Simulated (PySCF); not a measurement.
B(Cl)2(I), SMILES ClB(I)Cl (PBE0/def2-SVP optimised geometry):

```
4

B     -0.626     0.000     0.000
Cl    -1.500    -1.505    -0.003
Cl    -1.500     1.505     0.000
I      1.500     0.000     0.000
```

Level of theory: PBE0/def2-TZVP, def2 effective core potentials past Kr run with PySCF.

What are the frontier orbital energies and the dipole moment?

HOMO-2 -9.37 eV, HOMO-1 -8.27 eV, HOMO -7.90 eV, LUMO -2.01 eV, LUMO+1 -0.24 eV; dipole moment 0.10 D.

On the same geometry PySCF with PBE/def2-TZVP, def2 effective core potentials past Kr gives HOMO-2 -8.07 eV, HOMO-1 -7.13 eV, HOMO -6.72 eV, LUMO -2.86 eV, LUMO+1 -1.13 eV; dipole moment 0.11 D.
